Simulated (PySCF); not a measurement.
A structure optimised at PBE-D3(BJ)/def2-SVP, used in a PySCF frequency run:

```xyz
8

C     -0.1480    -2.9920     0.0000
C      0.0884    -1.7886     0.0000
C      0.4476    -0.4151     0.0000
N     -0.4518     0.5262     0.0000
C     -0.1137     1.8105     0.0000
N      0.0510     2.9810     0.0000
H     -0.3785    -4.0496     0.0000
H      1.5376    -0.1892     0.0000
```

Write its SMILES, formula and point group.

C#C/C=N/C#N, C4H2N2, Cs

What are its rotational constants (standard atomic weights)?

60.745, 1.5218, 1.4847 GHz
